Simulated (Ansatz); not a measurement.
Species: dihydroxy(dimethyl)silane, C2H8O2Si, net charge 0, singlet state. 
Geometry from a B3LYP-D3(BJ)/def2-TZVP (Ansatz, a quantum-chemistry and plane-wave program) optimisation:
```xyz
13

Si    -0.0015     0.0277     0.0150
C      1.5324    -1.0240    -0.0388
C     -1.4402    -0.7155    -0.9012
O     -0.5557     0.2293     1.5631
O      0.4655     1.4750    -0.6420
H      1.3462    -2.0080     0.3960
H      2.3488    -0.5566     0.5164
H      1.8719    -1.1646    -1.0671
H     -1.1936    -0.8731    -1.9530
H     -2.3160    -0.0643    -0.8519
H     -1.7213    -1.6780    -0.4691
H      0.0530     0.5941     2.2103
H     -0.1991     2.1641    -0.7197
```
Charge 0, spin multiplicity 1.

Parts of the frozen-core correlation energy in STO-3G (Ansatz, hartree). Frozen orbitals: 9; correlated occupied orbitals by spin: 16 and 16; virtual: 12 and 12. Spin-orbit coupling is left out. Non-relativistic.

```json
[
 {"term": "reference (HF)", "value": "-512.82825"},
 {"term": "MP2 opposite-spin", "value": "[?]"},
 {"term": "MP2 same-spin", "value": "-0.02454"},
 {"term": "CCSD correlation", "value": "[?]"},
 {"term": "(T)", "value": "[?]"},
 {"term": "T1 diagnostic", "value": "0.008"},
 {"term": "largest doubles amplitude", "value": "0.030"}
]
```

Task: What belongs in the gaps?

Result: 
- MP2 opposite-spin, value: -0.17949
- CCSD correlation, value: -0.26442
- (T), value: -0.00349
